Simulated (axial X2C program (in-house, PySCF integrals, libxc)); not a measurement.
**RbPd: a run with one poor setting**

Computed with an in-house relativistic program for diatomic molecules. Two-component (2c) means X2C with spin–orbit coupling and atomic mean-field two-electron Coulomb and Gaunt terms. Basis: Pd dyall-v2z [10s10p7d2f], Rb dyall-v2z [10s11p6d] (cores contracted in-house); Gaussian nuclei, density fitting, unrestricted open shells. Masses: Pd 105.903 u, Rb 84.912 u.

One setting of this run was spoiled on purpose, so its numbers are not properties of RbPd. Level: r2SCAN0, two-component; state Ω = 1/2 (⟨Sz⟩ = 0.50, ⟨Lz⟩ = 0.00 at r2SCAN0).

```tsv
R (Å)	E − E(lowest point) (eV)	SCF iterations
2.449	not converged	10
2.562	not converged	10
2.646	not converged	10
2.731	not converged	10
2.815	not converged	10
2.913	not converged	10
3.012	not converged	10
3.139	not converged	10
3.293	not converged	10
3.519	not converged	10
```

Output at the reference distance (the second, level-shifted attempt; the first did not converge):

```
two-component X2C + atomic mean field  r2SCAN0
basis functions 162  fitting functions 959  grid points 5803
iter        total energy     max residual
   1      -8023.139895586     1.33e-01
   2      -8023.142802347     2.66e-03
   3      -8023.142834596     4.17e-03
   4      -8023.142979279     8.28e-04
   5      -8023.143008344     3.93e-04
NOT converged
one-electron -11727.94329674  Coulomb 3635.61386801  exact exchange -60.62947991  xc functional -186.30419633  nuclear repulsion 319.95012895  atomic mean-field constant -3.83003232
```

**Question.** Which setting was spoiled?
A. an excited determinant was followed
B. density fitting set too sparse
C. virtual space cut too low
D. too few iterations allowed
E. integration grid too coarse

**Answer.** D. Too few iterations allowed: 5 iterations an attempt, two attempts.
